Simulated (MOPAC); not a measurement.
MOPAC input (PM7):

```
PM7 PRECISE GNORM=0.05 LET XYZ UHF MS=0.5 GEO-OK AUX(PRECISION=9) THREADS=1
C2HCl2F2

C    -1.15705400 1    0.06657300 1   -0.33124100 1
F    -1.77104700 1   -0.89282500 1   -1.01327400 1
F    -1.64448900 1    0.17430900 1    0.89060000 1
C     0.31696700 1    0.10632400 1   -0.49266200 1
Cl    1.10543100 1   -1.31862200 1    0.31483000 1
Cl    0.96583700 1    1.63616200 1    0.13174400 1
H     0.56879400 1    0.03108000 1   -1.54428100 1
```

From the output:

```
                                                       MOPAC v23.2.5 Linux

          FINAL HEAT OF FORMATION =        -90.91081 KCAL/MOL =    -380.37082 KJ/MOL

          COSMO AREA              =        125.94 SQUARE ANGSTROMS
          COSMO VOLUME            =        116.71 CUBIC ANGSTROMS

          GRADIENT NORM           =          0.04101          =       0.01550 PER ATOM
          IONIZATION POTENTIAL    =         10.445800 EV
          ALPHA SOMO LUMO (EV)    =        -10.446 -0.549
          BETA  SOMO LUMO (EV)    =        -11.694 -1.498
          NO. OF ALPHA ELECTRONS  =         19
          NO. OF BETA  ELECTRONS  =         18
          MOLECULAR WEIGHT        =        133.9327         POINT GROUP:  C1

          MOLECULAR DIMENSIONS (Angstroms)

            Atom       Atom       Distance
           Cl     6    F     2     3.85243
            F     3    H     7     3.26306
            F     2   Cl     5     2.29603

          SCF CALCULATIONS        =         28

   ATOM   CHEMICAL          X               Y               Z
  NUMBER   SYMBOL      (ANGSTROMS)     (ANGSTROMS)     (ANGSTROMS)

     1       C         -1.09873736  *  -0.00246118  *  -0.31813800  *
     2       F         -1.82385039  *  -0.85494479  *  -0.98256972  *
     3       F         -1.62964931  *   0.20346241  *   0.85059374  *
     4       C          0.34962793  *   0.08431636  *  -0.53071972  *
     5      Cl          1.10793415  *  -1.27480301  *   0.31759151  *
     6      Cl          0.92155050  *   1.59450396  *   0.15945237  *
     7       H          0.66736661  *   0.04151422  *  -1.59846245  *

                             CARTESIAN COORDINATES

   1    C       -1.098737363    -0.002461184    -0.318137996
   2    F       -1.823850390    -0.854944793    -0.982569724
   3    F       -1.629649305     0.203462409     0.850593743
   4    C        0.349627931     0.084316359    -0.530719721
   5   Cl        1.107934148    -1.274803006     0.317591508
   6   Cl        0.921550497     1.594503959     0.159452368
   7    H        0.667366608     0.041514217    -1.598462455

           Empirical Formula: C2 H F2 Cl2  =     7 atoms

      MOLECULAR POINT GROUP   :   C1

          ALPHA EIGENVALUES
 -42.68356 -42.50416 -29.67765 -26.07348 -24.93816 -21.70943 -19.31857 -18.63514
 -18.43376 -16.94463 -16.37457 -15.84639 -15.64223 -15.23487 -12.15906 -12.04011
 -11.75652 -11.72709 -10.44580  -0.54882  -0.43782   1.40680   2.31675   2.57793
   3.67396  67.59631  67.80589  68.27522  68.60893  68.63764  68.73574  69.03735
  69.10471  69.63587  69.66360

           BETA EIGENVALUES
 -42.56740 -42.38676 -29.53167 -25.87798 -24.59138 -21.54565 -19.23198 -18.51917
 -18.15605 -16.78196 -16.41719 -15.82969 -15.51521 -15.20155 -12.08431 -11.97968
 -11.75233 -11.69433  -1.49781  -0.53563   0.21434   1.48003   2.63777   2.92241
   3.71696  67.63053  67.83090  68.28949  68.62582  68.65088  68.75516  69.07698
  69.14393  69.64386  69.66834

              NET ATOMIC CHARGES AND DIPOLE CONTRIBUTIONS

  ATOM NO.   TYPE          CHARGE      No. of ELECS.   s-Pop       p-Pop       d-Pop
    1          C           0.241426        3.7586     1.19630     2.56228
    2          F          -0.134228        7.1342     1.96348     5.17075
    3          F          -0.123054        7.1231     1.96282     5.16023
    4          C          -0.079054        4.0791     1.14422     2.93483
    5         Cl          -0.071265        7.0713     1.98674     5.07762     0.00691
    6         Cl          -0.038060        7.0381     1.98571     5.04545     0.00690
    7          H           0.204235        0.7958     0.79576
 DIPOLE           X         Y         Z       TOTAL
 POINT-CHG.     0.839     0.582    -1.743     2.020
 HYBRID        -0.300    -0.517     0.269     0.655
 SUM            0.539     0.065    -1.473     1.570

          ATOMIC ORBITAL ELECTRON POPULATIONS

     Atom    s        px        py        pz      x^2-y^2     xz        z^2       yz        xy
    1  C   1.19630   0.85466   0.91555   0.79207
    2  F   1.96348   1.74483   1.65063   1.77530
    3  F   1.96282   1.84670   1.93101   1.38252
    4  C   1.14422   0.95560   0.89680   1.08243
    5 Cl   1.98674   1.82620   1.45541   1.79601   0.00149   0.00090   0.00085   0.00168   0.00199
    6 Cl   1.98571   1.88814   1.30190   1.85540   0.00163   0.00050   0.00088   0.00171   0.00217
    7  H   0.79576

                    (SZ)    =    0.500000
                    (S**2)  =    0.753269

          ATOMIC ORBITAL SPIN POPULATIONS

    Atom   Total    s     px     py     pz   x^2-y^2  xz     z^2    yz     xy
         Atomic
    1  C  0.8530  0.087  0.094  0.512  0.160
    2  F  0.0392  0.001 -0.006  0.047 -0.003
    3  F  0.0412  0.001 -0.003  0.028  0.015
    4  C -0.0216  0.006 -0.006 -0.015 -0.006
    5 Cl  0.0810 -0.000  0.042  0.029  0.011 -0.000 -0.000 -0.000 -0.000 -0.000
    6 Cl  0.0054 -0.000  0.000  0.003  0.002  0.000  0.000  0.000 -0.000 -0.000
    7  H  0.0018  0.002

 **********************
 *                    *
 * JOB ENDED NORMALLY *
 *                    *
 **********************

 == MOPAC DONE ==
```

The geometry given is a B3LYP-D3(BJ)/def2-TZVP minimum.
